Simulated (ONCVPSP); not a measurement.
**An all-electron radial function and its pseudo partner (chlorine)**

Columns: radius, all-electron u(r) and pseudo u(r) of the 3p shell (level -11.15 eV) of chlorine in the configuration [Ne] 3s2 3p4.75; PBE, scalar-relativistic, ONCV scheme, ONCVPSP 4.0.1.

```tsv
r (bohr)	all-electron	pseudo
0.065	-0.1108	0.0045
0.130	-0.2613	0.0177
0.195	-0.3492	0.0391
0.260	-0.3640	0.0680
0.325	-0.3202	0.1040
0.390	-0.2373	0.1464
0.455	-0.1318	0.1946
0.520	-0.0163	0.2474
0.585	0.1004	0.3032
0.650	0.2125	0.3605
0.715	0.3163	0.4178
0.780	0.4097	0.4745
0.845	0.4920	0.5297
0.910	0.5631	0.5825
0.975	0.6232	0.6317
1.040	0.6725	0.6755
1.105	0.7118	0.7125
1.170	0.7418	0.7419
1.235	0.7634	0.7633
1.300	0.7775	0.7775
1.365	0.7850	0.7850
1.430	0.7869	0.7869
1.495	0.7838	0.7838
1.560	0.7766	0.7766
1.625	0.7659	0.7659
1.690	0.7524	0.7523
```

How many radial nodes do the two functions have?

The all-electron 3p function has n − l − 1 = 1; the pseudo-wave has 0, since the states of the same l below it are removed with the core.

At about which radius was the pseudo-wave matched?

1.30 bohr. The columns agree to 0.0005 from 1.17 bohr on; several derivatives are matched, so the curves merge somewhat inside the radius.

Is the pseudo-wave norm-conserving?

Yes: the ONCV scheme keeps the norm inside the radius equal to the all-electron one, which fixes the energy derivative of the logarithmic derivative at the level.
